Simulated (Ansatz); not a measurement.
The cluster Cu₄⁻. Total charge -1; doublet. Geometry r2SCAN-D4/def2-SVPD.

```xyz
4

Cu   -0.602   -1.150   -1.502
Cu    0.603    1.150    1.502
Cu    0.528   -0.926    0.497
Cu   -0.529    0.926   -0.497
```

At PBE-D4/def2-SVPD, PBE-D4/def2-TZVPD, revPBE-D4/def2-TZVPD, r2SCAN-D4/def2-TZVPD and others the highest occupied level of the charge -1 doublet lies above zero (up to 0.60 eV). By energy differences its removal costs 1.34 eV (vertical, to the charge 0 singlet, at PBE0-D4/def2-TZVPD). The structure comes from a short search, and lower isomers may exist.

**Question.** Estimate the α-spin orbital energies around the gap (eV) in Ansatz with PBE-D4/def2-SVPD, PBE-D4/def2-TZVPD, revPBE-D4/def2-TZVPD, r2SCAN-D4/def2-TZVPD, PBE0-D4/def2-TZVPD.

**Answer.** 
```tsv
orbital	PBE-D4/def2-SVPD	PBE-D4/def2-TZVPD	revPBE-D4/def2-TZVPD	r2SCAN-D4/def2-TZVPD	PBE0-D4/def2-TZVPD
HOMO−13	-0.71	-1.09	-1.00	-1.19	-2.95
HOMO−12	-0.70	-1.06	-0.97	-1.15	-2.92
HOMO−11	-0.69	-1.02	-0.93	-1.11	-2.85
HOMO−10	-0.67	-0.99	-0.90	-1.10	-2.78
HOMO−9	-0.59	-0.92	-0.84	-1.03	-2.76
HOMO−8	-0.58	-0.92	-0.83	-1.01	-2.74
HOMO−7	-0.52	-0.83	-0.75	-0.92	-2.61
HOMO−6	-0.46	-0.76	-0.67	-0.85	-2.51
HOMO−5	-0.39	-0.74	-0.66	-0.84	-2.51
HOMO−4	-0.36	-0.70	-0.61	-0.79	-2.49
HOMO−3	-0.29	-0.65	-0.56	-0.73	-2.48
HOMO−2	-0.24	-0.52	-0.43	-0.61	-2.21
HOMO−1	0.02	-0.19	-0.11	-0.26	-0.73
HOMO	0.60	0.45	0.51	0.23	0.02
LUMO	1.76	1.63	1.70	1.80	2.26
LUMO+1	1.96	1.86	1.93	1.96	2.43
LUMO+2	2.63	2.53	2.58	2.58	3.01
LUMO+3	2.70	2.60	2.66	2.65	3.09
LUMO+4	3.30	2.99	3.02	3.38	3.45
LUMO+5	3.49	3.33	3.39	3.63	3.82
β HOMO	0.11	-0.09	-0.01	-0.14	-0.56
β LUMO	1.13	0.98	1.09	1.23	1.79
```
